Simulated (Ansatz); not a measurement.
A nudged elastic band was laid between two geometries of a periodic cell of 14 atoms, Cu12HF (surface Cu(111), adsorbate HF).

Level of theory: DFT PBE-D3(BJ), scalar-relativistic, plane waves, PAW in Ansatz. Settings: cutoff 420 eV, k mesh 4x4x1, fermi-dirac smearing 0.15 eV, no spin polarisation.

```
movable images  : 2
climbing image  : yes
spring          : 5.0 eV/Å²
optimiser       : quadratic models (default)
start path      : default
force threshold : 0.05 eV/Å
iteration limit : 50
end points      : relaxed
atoms held      : 1 to 4
```

Initial state:

```xyz
14
Lattice="5.1053 0.0000 0.0000 2.5527 4.4213 0.0000 0.0000 0.0000 17.1685" Properties=species:S:1:pos:R:3
Cu 1.276 0.737 1.000
Cu 3.829 0.737 1.000
Cu 2.553 2.948 1.000
Cu 5.105 2.948 1.000
Cu -0.001 1.473 3.045
Cu 2.553 1.476 3.042
Cu 1.279 3.687 3.040
Cu 3.826 3.685 3.044
Cu 0.002 0.003 5.095
Cu 2.551 0.000 5.074
Cu 1.275 2.214 5.079
Cu 3.829 2.213 5.090
F 4.620 -0.236 7.853
H 3.908 -0.586 7.338
```

Final state:

Only the atoms that move by more than 0.05 Å are listed.
```
F13 5.896 1.975 7.853
H14 5.184 1.624 7.338
```

(1) What changes between the two ends?

(2) What energy profile does the band end with?

(3) What is the geometry of the highest image?

## Answers

(1) The atom that moves furthest is H14, by 2.55 Å; four of its nearest neighbours are F13 0.95, Cu9 2.61, Cu10 2.70, Cu11 2.78 Å at the first end and F13 0.95, Cu11 2.61, Cu12 2.70, Cu9 2.78 Å at the last.

(2) The run converged. The highest image is number 2 of 0 to 3, 0.009 eV above the ends, which have the same energy within 2 meV. The order of the point at the top wasn't checked. So few images can step over the top or miss a turn of the path. Limits of this set-up: coarse k mesh, thin slab, slab without dipole correction, a typed lattice constant that wasn't relaxed here.

```csv
image,path coordinate (Å),energy (eV)
0,0.00,0.000
1,1.62,0.001
2,3.23,0.009
3,4.11,0.000
```

(3) 
```xyz
14
Lattice="5.1053 0.0000 0.0000 2.5527 4.4213 0.0000 0.0000 0.0000 17.1685" Properties=species:S:1:pos:R:3
Cu 1.276 0.737 1.000
Cu 3.829 0.737 1.000
Cu 2.553 2.948 1.000
Cu 5.105 2.948 1.000
Cu 0.001 1.473 3.040
Cu 2.550 1.473 3.044
Cu 1.276 3.685 3.044
Cu 3.829 3.687 3.044
Cu -0.002 0.001 5.087
Cu 2.554 -0.001 5.094
Cu 1.275 2.213 5.084
Cu 3.827 2.212 5.076
F 5.649 1.158 7.926
H 5.034 1.530 7.314
```

Run time: 2.2 min on 4 threads of Intel(R) Xeon(R) 6975P-C (Granite Rapids), with other jobs on the host, peak memory 2.4 GiB.
